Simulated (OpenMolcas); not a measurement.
Computed levels of neutral antimony

- Program: OpenMolcas 26.06
- Method: CASSCF
- Basis: ANO-RCC-VQZP [8s7p5d3f2g]
- Scalar Hamiltonian: DKH2, point nucleus
- Active space: 5 electrons in 8 orbitals (5s 5p 6s 6p)
- State averaging: 2S+1 = 4 odd, 1 root; 2S+1 = 2 odd, 8 roots; 2S+1 = 4 even, 3 roots
- Spin-orbit coupling: state interaction with AMFI integrals over the reference wave functions, term energies averaged over their components

With spin-orbit coupling, above the lowest level:

```json
{"Configuration": "5s² 5p³", "Term": "⁴S°", "J": "3/2", "E (cm⁻¹)": "0.0", "Measured (cm⁻¹)": "0.0", "g": "1.985", "Term weight %": "98"}
{"Configuration": "5s² 5p³", "Term": "²D°", "J": "3/2", "E (cm⁻¹)": "11703", "Measured (cm⁻¹)": "8512", "g": "0.898", "Term weight %": "83"}
{"Configuration": "5s² 5p³", "Term": "²D°", "J": "5/2", "E (cm⁻¹)": "13111", "Measured (cm⁻¹)": "9854", "g": "1.200", "Term weight %": "100"}
{"Configuration": "5s² 5p³", "Term": "²P°", "J": "1/2", "E (cm⁻¹)": "17901", "Measured (cm⁻¹)": "16395", "g": "0.666", "Term weight %": "100"}
{"Configuration": "5s² 5p³", "Term": "²P°", "J": "3/2", "E (cm⁻¹)": "19615", "Measured (cm⁻¹)": "18464", "g": "1.253", "Term weight %": "81"}
{"Configuration": "5s 5p⁴", "Term": "⁴P", "J": "5/2", "E (cm⁻¹)": "60279", "Measured (cm⁻¹)": "", "g": "1.601", "Term weight %": "100"}
{"Configuration": "5s 5p⁴", "Term": "⁴P", "J": "3/2", "E (cm⁻¹)": "62095", "Measured (cm⁻¹)": "", "g": "1.735", "Term weight %": "100"}
{"Configuration": "5s 5p⁴", "Term": "⁴P", "J": "1/2", "E (cm⁻¹)": "63185", "Measured (cm⁻¹)": "", "g": "2.671", "Term weight %": "100"}
```

Against the 4 measured excited levels shown (NIST Handbook of Basic Atomic Spectroscopic Data) the mean absolute deviation is 2300 cm-1; the largest miss in energy is 5s² 5p³ ²D°_5/2: computed 13111, measured 9854 cm⁻¹ (+33.1 %).

Spin-orbit coupling puts the lowest level 408 cm⁻¹ below the lowest spin-free term.

Active for correlation alone: 6p 6s; no level in the range computed is led by a configuration that fills them, so any true level of that kind is missing. Terms of s pⁿ other than that of highest spin mix with s² pⁿ⁻² d, which this space lacks; all of them can be thousands of cm-1 off, and some have no real level of that name. Measured partners are found by configuration, term and J. A level has none where our copy of the source lacks it or the pairing is in doubt (some pairs that miss far off the trend of their configuration count as doubtful), and it then counts in no deviation. Levels of configurations outside the active space are missing. The first state left out of the spin-orbit step lies near 85000 cm-1 above the lowest spin-free state of the reference (among the parities and spins computed), and the list stops at four fifths of that energy or lower.

The term weight is that of the spin-free term in the level, not the purity of its configuration. ° marks odd parity.
